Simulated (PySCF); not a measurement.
Several orderings of computed values.

Each SMILES stands for a single optimised conformer of the isolated species, non-relativistic unless stated; the electronic structure was computed with PySCF and density fitting.

The conformers computed, where there is a choice (atom-mapped SMILES and torsion angles):
- `[CH3:1][CH2:2][CH2:3][N:4]([NH2:5])[CH:6]([CH3:7])[CH3:8]`: C1–C2–C3–N4 -60°, C2–C3–N4–N5 -75°, C3–N4–C6–C7 -168°, H–N5–N4–C3 78°, H–N5–N4–C3 -42°
- `[CH3:1][CH2:2][PH:3](=[O:4])[CH2:5][CH3:6]`: C1–C2–P3–O4 -172°, C2–P3–C5–C6 -178°
- `[CH3:1][O:2][CH2:3][C:4](=[S:5])[N:6]([CH3:7])[CH3:8]`: C1–O2–C3–C4 70°, O2–C3–C4–S5 -131°, C3–C4–N6–C7 -178°
- `[CH3:1]/[C:2]([C:3]#[N:4])=[C:5](\[C:6]#[N:7])[CH2:8][C:9]([F:10])([F:11])[F:12]`: C2–C5–C8–C9 -96°, C5–C8–C9–F10 56°
- `[CH3:1][O:2][C@@H:3]([CH3:4])[C@@H:5]([F:6])[S:7](=[O:8])(=[O:9])[Cl:10]`: C1–O2–C3–C4 61°, O2–C3–C5–F6 -163°, C3–C5–S7–O8 -31°
- `[CH3:1][CH2:2][C@@H:3]([CH3:4])[N:5]([CH3:6])[NH:7][CH3:8]`: C1–C2–C3–C4 177°, C2–C3–N5–C6 -75°, C3–N5–N7–C8 -143°

The conformers of `CCO[Si@H](O)[SiH2][SiH2]S` and `C[S@+]1CCC[C@H]1S(C)(=O)=O` aren't listed.

Task: Rank by dipole moment, lowest first (PBE0/pcSseg-1 at GFN2-xTB geometries).
A. `[C@H](C)([C@@H](F)S(Cl)(=O)=O)OC`
B. `COCC(=S)N(C)C`
C. `CCCN(N)C(C)C`
D. `C/C(C#N)=C(\C#N)CC(F)(F)F`
E. `CC[PH](=O)CC`
F. `CC[C@@H](C)N(C)NC`

Result: F (1.24 D), C (1.45 D), D (2.06 D), B (3.86 D), E (4.10 D), A (5.46 D).

Task: By how much do the two ends of that ranking differ?

Result: By 4.22 D, between `CO[C@@H](C)[C@@H](F)S(=O)(=O)Cl` and `CC[C@@H](C)N(C)NC`.

Task: Rank by HOMO energy, lowest first (PBE0/pcSseg-1 at GFN2-xTB geometries).
A. `CC[PH](=O)CC`
B. `C/C(C#N)=C(\C#N)CC(F)(F)F`
C. `CCCN(N)C(C)C`
D. `C[S@+]1CCC[C@H]1S(C)(=O)=O`
E. `O(CC(=S)N(C)C)C`
F. `CCO[Si@H](O)[SiH2][SiH2]S`

Result: D (-12.44 eV), B (-8.61 eV), A (-7.50 eV), F (-7.37 eV), C (-6.20 eV), E (-5.86 eV).

Task: Give the two extremes of that set in hartree.

Result: `C[S@+]1CCC[C@H]1S(C)(=O)=O`: -0.457 Eh; `COCC(=S)N(C)C`: -0.215 Eh.

Task: Rank by HOMO–LUMO gap, lowest first (PBE0/pcSseg-1 at GFN2-xTB geometries).
A. `CCCN(N)C(C)C`
B. `CO[C@@H](C)[C@@H](F)S(=O)(=O)Cl`
C. `COCC(=S)N(C)C`
D. `C/C(C#N)=C(\C#N)CC(F)(F)F`
E. `CCO[Si@H](O)[SiH2][SiH2]S`
F. `CC[PH](=O)CC`
G. `CC[C@@H](C)N(C)NC`

Result: C (5.05 eV), D (5.61 eV), E (6.59 eV), B (6.95 eV), A (7.39 eV), G (7.53 eV), F (8.57 eV).

Task: Give the two extremes of that set in kcal/mol.

Result: `COCC(=S)N(C)C`: 117 kcal/mol; `CC[PH](=O)CC`: 198 kcal/mol.

Task: Rank by smallest rotational constant, lowest first (GFN2-xTB).
A. `CO[C@@H](C)[C@@H](F)S(=O)(=O)Cl`
B. `CC[PH](=O)CC`
C. `COCC(=S)N(C)C`
D. `C/C(C#N)=C(\C#N)CC(F)(F)F`

Result: D (0.546 GHz), A (0.701 GHz), C (0.997 GHz), B (1.448 GHz).

Task: By how much do the two ends of that ranking differ?

Result: By 0.902 GHz, between `CC[PH](=O)CC` and `C/C(C#N)=C(\C#N)CC(F)(F)F`.
